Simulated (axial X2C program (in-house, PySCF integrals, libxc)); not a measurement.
**Density and ELF of SnSi**

Computed with an axial X2C code built on PySCF integrals. Two-component (2c) means X2C with spin–orbit coupling and atomic mean-field two-electron Coulomb and Gaunt terms. Basis: Sn dyall-cv3z [11s12p9d4f1g], Si dyall-v3z [8s7p2d1f] (cores contracted in-house); Gaussian nuclei, density fitting, unrestricted open shells. Masses: Sn 119.902 u, Si 27.977 u.

PBE0, with spin–orbit coupling, state Ω = 1 (⟨Sz⟩ = 0.97, ⟨Lz⟩ = 0.03 at PBE0); Sn at z = 0, Si at z = 2.515 Å.

The maps cover the half plane through the axis: z from -2.4 to 4.8 Å along the bond, ρ from 0.15 to 2.25 Å away from it.

log10 of the density in e/bohr³:

```
 ρ\z  -2.4  -1.8  -1.2  -0.6   0.0   0.6   1.2   1.8   2.4   3.0   3.6   4.2   4.8
0.15  -2.8  -2.1  -1.3  -0.1   1.8  -0.1  -1.1  -1.0   0.9  -0.6  -1.4  -2.0  -2.8
0.45  -2.8  -2.1  -1.4  -0.5   0.4  -0.5  -1.2  -1.2  -0.4  -1.0  -1.5  -2.1  -2.9
0.75  -2.9  -2.3  -1.6  -1.0  -0.5  -1.0  -1.4  -1.3  -1.2  -1.3  -1.6  -2.3  -3.0
1.05  -3.1  -2.4  -1.9  -1.4  -1.2  -1.5  -1.6  -1.6  -1.5  -1.5  -1.9  -2.5  -3.1
1.35  -3.3  -2.7  -2.2  -1.8  -1.7  -1.8  -1.9  -1.9  -1.8  -1.9  -2.2  -2.7  -3.3
1.65  -3.5  -2.9  -2.5  -2.2  -2.1  -2.2  -2.2  -2.2  -2.2  -2.3  -2.5  -3.0  -3.5
1.95  -3.7  -3.2  -2.8  -2.6  -2.5  -2.5  -2.5  -2.5  -2.5  -2.6  -2.9  -3.3  -3.8
2.25  -4.0  -3.5  -3.2  -2.9  -2.9  -2.9  -2.9  -2.9  -2.9  -3.0  -3.2  -3.6  -4.1
```

Electron localisation function (collinear form, no current term, damped to 0 at low density):

```
 ρ\z  -2.4  -1.8  -1.2  -0.6   0.0   0.6   1.2   1.8   2.4   3.0   3.6   4.2   4.8
0.15  0.82  0.93  0.62  0.60  0.75  0.60  0.61  0.21  0.76  0.19  0.98  0.97  0.80
0.45  0.78  0.92  0.68  0.39  0.76  0.37  0.64  0.51  0.44  0.09  0.98  0.96  0.75
0.75  0.70  0.91  0.77  0.28  0.41  0.22  0.67  0.74  0.15  0.70  0.97  0.94  0.64
1.05  0.53  0.86  0.82  0.42  0.24  0.30  0.67  0.73  0.68  0.90  0.94  0.88  0.44
1.35  0.29  0.77  0.81  0.60  0.38  0.43  0.63  0.65  0.69  0.84  0.87  0.74  0.20
1.65  0.09  0.55  0.71  0.62  0.45  0.44  0.56  0.54  0.56  0.69  0.70  0.47  0.06
1.95  0.02  0.25  0.49  0.47  0.38  0.36  0.46  0.41  0.39  0.46  0.43  0.18  0.01
2.25  0.00  0.06  0.21  0.27  0.24  0.25  0.32  0.27  0.23  0.23  0.16  0.04  0.00
```

Axial spin density in 10⁻³ e/bohr³:

```
 ρ\z  -2.4  -1.8  -1.2  -0.6   0.0   0.6   1.2   1.8   2.4   3.0   3.6   4.2   4.8
0.15  -0.1  -0.6  -1.5   0.0  23.6  -0.2  -2.7  -2.9  35.9  -2.1  -3.6  -0.9  -0.2
0.45  -0.1  -0.4  -0.7   1.6   3.8   0.9   1.9   5.1   3.0   1.8  -1.8  -0.7  -0.1
0.75  -0.1  -0.2   0.2   3.6   2.9   5.9   6.2  11.0  15.6   6.6   0.1  -0.3  -0.1
1.05   0.0   0.0   0.7   3.9   7.2   7.8   7.2  10.4  13.3   6.3   0.9  -0.1   0.0
1.35   0.0   0.0   0.7   2.9   5.6   6.1   5.7   7.0   7.8   4.1   0.9   0.1   0.0
1.65   0.0   0.1   0.5   1.7   3.2   3.7   3.6   4.0   4.0   2.2   0.6   0.1   0.0
1.95   0.0   0.1   0.3   0.9   1.7   2.0   2.0   2.1   1.9   1.1   0.4   0.1   0.0
2.25   0.0   0.0   0.2   0.5   0.8   1.0   1.0   1.0   0.9   0.5   0.2   0.1   0.0
```

One determinant describes the state; a PBE0 search over occupations chose it and may have missed a lower one. Density functionals use the spin component along the axis (collinear). Other states lie close and PBE0, whose exact exchange favours high spin, may order them wrongly; the determinant shown need not be the ground state. The nearest other 2c determinant of the search, Ω = 2, lies 0.29 eV up at the distance of the search. With several unpaired electrons one determinant need not be a pure state. Open-shell Ω = 0 determinants with evenly filled partner blocks cannot be reached by this program, so the Ω shown need not be the lowest component. This is the Ω = 1 component of a π² triplet; the 0⁺ component is not one determinant and can lie lowest.
